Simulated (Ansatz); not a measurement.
`[Cl][Ti]([Cl])([Br])[Br]`. Total charge 0; spin multiplicity 1.

Cartesian coordinates in Å:
```
Cl -0.5068 0.9043 1.9210
Ti 0.0088 0.0352 0.0111
Cl 1.1026 1.4755 -1.1714
Br 1.3211 -1.8431 0.3471
Br -1.9257 -0.5719 -1.1078
```

Problem. What are the harmonic wavenumbers in cm⁻¹ at PBE0-D4/def2-TZVP (Ansatz, finite differences of forces, unscaled)? (Estimate.)

Solution. Computed: 82, 94, 111, 113, 120, 297, 404, 479, 508.

Problem. Is this a minimum?

Solution. Yes, all 9 modes are real.

Problem. Give the ideal-gas thermochemistry at 298.15 K and 1 bar (rigid rotor, harmonic oscillator; point group C2v, symmetry number 2).

Solution. Zero-point energy 13.2 kJ/mol; H(298) − E = 35.8 kJ/mol; entropy 391.0 J/(mol·K), of which translation 179.1, rotation 125.1, vibration 86.8; G(298) − E = -80.8 kJ/mol. Modes under 100 cm⁻¹ are hindered rotations or soft bends, so the harmonic entropy is rough.

Problem. And at 400, 500, 600, 800 and 1000 K?

Solution. 
```json
{"T (K)": "400", "H − E (kJ/mol)": "46.0", "S (J/mol/K)": "420.3", "G − E (kJ/mol)": "-122.2"}
{"T (K)": "500", "H − E (kJ/mol)": "56.3", "S (J/mol/K)": "443.3", "G − E (kJ/mol)": "-165.4"}
{"T (K)": "600", "H − E (kJ/mol)": "66.7", "S (J/mol/K)": "462.3", "G − E (kJ/mol)": "-210.7"}
{"T (K)": "800", "H − E (kJ/mol)": "87.9", "S (J/mol/K)": "492.8", "G − E (kJ/mol)": "-306.3"}
{"T (K)": "1000", "H − E (kJ/mol)": "109.2", "S (J/mol/K)": "516.6", "G − E (kJ/mol)": "-407.4"}
```

Problem. Rotational constants (cm⁻¹)?

Solution. 0.03005, 0.0213, 0.01852.
